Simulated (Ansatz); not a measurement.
Total energies of Nb3O14H13, a hydroxylated oxide cluster from Ansatz at PBE0-D4/def2-TZVP, gas phase (1 Eh = 27.2114 eV = 2625.5 kJ/mol). The reference geometry is relaxed at r2SCAN-D4/def2-SVP.

```xyz
30

Nb    0.294   -0.958   -2.208
Nb    1.348    0.880    1.206
Nb   -1.885    0.597    0.872
O     1.489   -0.512   -0.376
O     2.408   -0.356    2.246
O    -0.241   -0.530    1.763
O     2.724    1.943    0.512
O     0.171    0.928   -2.266
O    -1.326   -0.692   -0.763
O     1.957   -1.069   -3.141
O     0.801    1.885    2.796
O    -3.171    1.438   -0.213
O    -1.849    1.623    2.434
O    -0.205    1.511    0.290
O    -2.933   -0.902    1.469
O    -0.936   -1.283   -3.622
O     0.309   -2.737   -1.514
H     2.273   -1.078   -0.329
H     2.021   -1.079    2.756
H    -0.104   -1.299    1.190
H     3.372    2.272   -0.115
H     0.007    1.468   -1.459
H    -1.898   -1.474   -0.751
H     2.431   -0.311   -3.505
H     1.227    1.732    3.650
H    -3.573    1.377   -1.086
H    -0.980    1.915    2.813
H    -2.654   -1.447    2.216
H    -1.351   -0.609   -4.175
H     0.275   -3.234   -0.691
```

| state | geometry | energy (Eh) |
| --- | --- | --- |
| charge 0 singlet | reference | -1232.04676 |
| charge 1 doublet | reference | -1231.68286 |
| charge -1 doublet | reference | -1232.07154 |
| free Nb atom (sextet) | – | -56.81952 |
| free O atom (triplet) | – | -75.01860 |
| free H atom (doublet) | – | -0.50104 |

In the def2 sets Nb takes a core potential; there is no spin–orbit coupling. Single mean-field runs in def2-TZVP are fitted with def2-universal-jkfit.

Task: Work out the vertical ionisation energy to the doublet.

Result: E(charge 1 doublet) − E(charge 0 singlet) = -1231.68286 − (-1232.04676) = 0.36390 Eh = 9.90 eV. For comparison, −ε of the highest occupied level is 8.45 eV at this level, 1.45 eV less.

Task: Work out the vertical electron affinity, to the doublet.

Result: E(charge 0 singlet) − E(charge -1 doublet) = -1232.04676 − (-1232.07154) = 0.02478 Eh = 0.67 eV. The basis lacks diffuse functions, which makes affinities too small.

Task: Give the fundamental gap IE − EA, the Mulliken electronegativity (IE + EA)/2 and the hardness (IE − EA)/2.

Result: From the values in Eh: IE − EA = 0.36390 − 0.02478 = 0.33912 Eh = 9.23 eV; (IE + EA)/2 = 5.29 eV; (IE − EA)/2 = 4.61 eV. The HOMO–LUMO gap of the same run is 6.42 eV, 2.81 eV smaller than the fundamental gap.

Task: What is the binding energy per atom against free atoms?

Result: Atoms: 3 × (-56.81952) + 14 × (-75.01860) + 13 × (-0.50104) = -1227.23248 Eh. Binding: -1227.23248 − (-1232.04676) = 4.81428 Eh = 131.00 eV, or 4.37 eV for each of 30 atoms (no zero-point energy, no counterpoise term).

At PBE0-D4/def2-TZVP the highest occupied level of the charge -1 doublet lies above zero (up to 0.75 eV). By energy differences its removal costs 0.67 eV (vertical, to the charge 0 singlet, at PBE0-D4/def2-TZVP); self-interaction error and the lack of diffuse functions both raise the level.
